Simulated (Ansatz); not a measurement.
```yaml
crystal:
  periodic: [false, false, false]
  atoms:
    - {symbol: O, position_ang: [0.190823, 2.030238, -0.912821]}
    - {symbol: B, position_ang: [0.890528, 1.041048, -0.439073]}
    - {symbol: C, position_ang: [0.219315, -0.266449, 0.164176]}
    - {symbol: C, position_ang: [-0.247319, -1.265330, 0.495498]}
    - {symbol: O, position_ang: [-0.649837, -2.360455, 1.001081]}
    - {symbol: H, position_ang: [-0.755592, 1.952182, -0.862644]}
    - {symbol: H, position_ang: [2.113586, 1.173346, -0.429707]}
    - {symbol: H, position_ang: [-1.646180, -2.392633, 0.948564]}
basis:
  gaussian: {orbitals: cc-pVTZ-DK}
hamiltonian: {xc: {name: M06-2X}}
output: {forces: true}
```

```sh
$ ansatz run in.yaml --threads 2 --pin off --events-out ev --progress --plain --max-ram 4352MiB
```

Shortened log:

```
Error: YAML parse error: error: line 14 column 19: hamiltonian.xc: no functional is named "M06-2X"; the names, which are not case-sensitive, are SVWN5, SPW92, PBE, PBE0, PBEsol, revPBE, revPBE0, RPBE, rPW86-PBE, HSE06, wPBEh, LC-wPBE, HISS, HF, BLYP, B3LYP, B3LYP5, BHLYP, CAM-B3LYP, r2SCAN, r2SCANh, r2SCAN0, r2SCAN50, m-r2SCAN, B97, wB97, wB97X, wB97X-V, B97M-V, wB97M-V, B2PLYP, B2GP-PLYP, PBE0-DH, PBE-QIDH
12 | basis:
13 |   gaussian: {orbitals: cc-pVTZ-DK}
14 | hamiltonian: {xc: {name: M06-2X}}
15 | output: {forces: true}
```

In this input the method's name isn't one that the program takes here. The program refused the input.
